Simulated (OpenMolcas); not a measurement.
## Cr3+: moving or changing the point charges

Cr3+ among 4 point charges of -2 e arranged as a tetrahedron (Td), 2.1 Å from the ion.
```
   1.2124    1.2124    1.2124  -2.00
   1.2124   -1.2124   -1.2124  -2.00
  -1.2124    1.2124   -1.2124  -2.00
  -1.2124   -1.2124    1.2124  -2.00
```

```json
{
  "Program": "OpenMolcas 26.06",
  "Method": "CASSCF",
  "Basis": "ANO-RCC-VTZP [6s5p3d2f1g]",
  "Scalar Hamiltonian": "DKH2, point nucleus",
  "Active space": "3 electrons in 5 orbitals (3d)",
  "State averaging": "2S+1 = 4 even, 10 roots; 2S+1 = 2 even, 40 roots",
  "Spin-orbit coupling": "state interaction with AMFI integrals over the reference wave functions"
}
```

Runs around this geometry, states (labels of Td). Energies in cm-1 above the lowest state or level, χT in cm3 K/mol; under a threefold ground state the first gap can be a small split of the lowest multiplet, not the spin-orbit step; 10Dq and B are least-squares fits to the states below 45000 cm-1, weighted by degeneracy, with a free offset, and given where the rms deviation is under 5 % of |10Dq| (or 100 cm-1) and under 700 cm-1; 10Dq is negative for this site.

| R (Å) | q (e) | Ground state | First state of that spin | 10Dq | B (rms of fit) | First gap with spin-orbit (degeneracies) | χT at 300 K | First state of another spin |
| --- | --- | --- | --- | --- | --- | --- | --- | --- |
| 2.1 | -1.3 | 4T1 | 4T2 705.1 | -897 | 1153 (51) | 118.5 (4, 2) | 1.092 | 2T2 18081 |
| 1.99 | -2 | 4T1 | 4T2 1284 | -1615 | 1147 (59) | 80.8 (4, 2) | 1.179 | 2E 17979 |
| 2.1 | -2 | 4T1 | 4T2 1014 | -1275 | 1150 (54) | 95.1 (4, 2) | 1.143 | 2E 18077 |
| 2.2 | -2 | 4T1 | 4T2 823.4 | -1039 | 1152 (53) | 108.3 (4, 2) | 1.113 | 2E 18107 |

Taking |10Dq| as R^-n, n = -ln(1039 / 1615) / ln(2.2 / 1.99) = 4.4 between the shortest and longest distance. The point-charge formula for a cubic d site gives n = 5.

Scaling the charges by -1.3 / -2 = 0.65 scales |10Dq| by 897 / 1275 = 0.70; with fixed orbitals a first-order splitting would follow the charge.

An orbital triplet at a regular site is open to Jahn-Teller coupling, which can distort the site and quench the lowest spin-orbit gaps and is left out. Without dynamic correlation the repulsion within the d shell is too large (B by tens of per cent), so at a given field states of lower spin stand too high. The ground term spreads over less than 5000 cm-1, several times less than with real ligands, so orbital moments are less quenched and χT lies further from the spin-only value than at real sites. This is an electrostatic model: the charges have no orbitals. No measured value stands beside these numbers.
